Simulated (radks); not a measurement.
The numbers below are computed, except where a source is named.
All-electron atom: Zr II in [Kr] 4d2 5s1 (the NIST ground configuration).

Code: a radial shooting solver on a logarithmic mesh with Libxc functionals. Model: scalar-relativistic Kohn-Sham, PBE, spin-polarised, spherical densities, finite nucleus; open shells are filled with parallel spins first (spin-orbit coupling, left out, can overturn this in heavy ions); Fermi nuclear charge, rms radius 4.2694 fm; hard spherical wall at 20 bohr.

Energy parts (eV):
total: -97914.024
kinetic: 100675.145
electron-nucleus: -235508.523
Hartree: 40015.685
exchange-correlation: -3096.332

Orbitals (lengths in bohr, moments of r in powers of bohr):
orbital,occ.,eigenvalue (eV),<1/r>
1s up,1,-17831.23,41.25
1s down,1,-17831.22,41.25
2s up,1,-2476.388,9.250
2s down,1,-2476.224,9.250
2p up,3,-2209.036,9.013
2p down,3,-2208.913,9.013
3s up,1,-411.3328,3.140
3s down,1,-411.2291,3.140
3p up,3,-324.2338,2.981
3p down,3,-324.1200,2.981
3d up,5,-181.3056,2.740
3d down,5,-181.1391,2.740
4s up,1,-61.5466,1.112
4s down,1,-60.4352,1.120
4p up,3,-39.6063,0.9724
4p down,3,-38.2837,0.9817
4d up,2,-10.6494,0.6253
4d down,0,-8.8424,0.6378
5s up,1,-10.5348,0.3812
5p up,0,-6.6732,0.3046

The highest occupied level is 5s up at -10.535 eV. The spin density at the nucleus is 10.24 e/bohr^3 (1s 0.06, 2s -0.25, 3s 0.17, 4s -1.55, 5s 11.80). The density falls to 0.001 e/bohr^3 at r = 4.45 bohr. The pressure on the wall is 1.31e-10 GPa. The electron density at the nucleus is 7.61e+04 e/bohr^3 (large components only). Summed over all electrons, <r^2> = 44.63 bohr^2, which gives a Langevin (diamagnetic) susceptibility term of -35.3 x 10^-6 cm^3/mol.
